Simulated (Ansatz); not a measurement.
Start from `C=[CH][SnH2][CH]=C` and change one atom or group to get `C=[CH][SnH2][Br]`.

Ansatz, PBE0-D4/def2-TZVP geometries, multiplicity 1. Each molecule was computed in one conformer, which needn't be the lowest.

Elements past krypton have def2 core potentials. Scalar relativity is left out up to krypton.

```csv
property,`C=[CH][SnH2][CH]=C`
LUMO energy (B3LYP/def2-TZVPP) / eV,-0.59
HOMO–LUMO gap (ωB97M-V/def2-TZVPP) / eV,11.52
HOMO–LUMO gap (B3LYP/def2-TZVPP) / eV,6.97
HOMO–LUMO gap (PBE0/def2-TZVPP) / eV,7.42
size of the dipole moment (ωB97M-V/def2-TZVPP) / D,0.63
LUMO energy (PBE0/def2-TZVPP) / eV,-0.36
```

(1) Give the same properties after the change, and the shifts. (Best estimate.)

Answers

(1) Computed: 
```csv
property,`C=[CH][SnH2][Br]`,shift
LUMO energy (B3LYP/def2-TZVPP) / eV,-1.09,-0.50
HOMO–LUMO gap (ωB97M-V/def2-TZVPP) / eV,11.10,-0.42
HOMO–LUMO gap (B3LYP/def2-TZVPP) / eV,6.71,-0.26
HOMO–LUMO gap (PBE0/def2-TZVPP) / eV,7.23,-0.19
size of the dipole moment (ωB97M-V/def2-TZVPP) / D,2.63,2.00
LUMO energy (PBE0/def2-TZVPP) / eV,-0.82,-0.46
```

With PBE0 the HOMO falls by 0.27 eV and the LUMO falls by 0.46 eV, so the gap narrows by about 0.19 eV. PBE moves the HOMO by -0.14 eV and ωB97M-V by -0.27 eV. Dipoles are sizes alone; their direction can turn.

B3LYP here is the variant with VWN-RPA as its local correlation; programs differ in this.

Spin–orbit coupling is left out; it splits and shifts lone-pair levels of the heavy atoms by tenths of an eV.
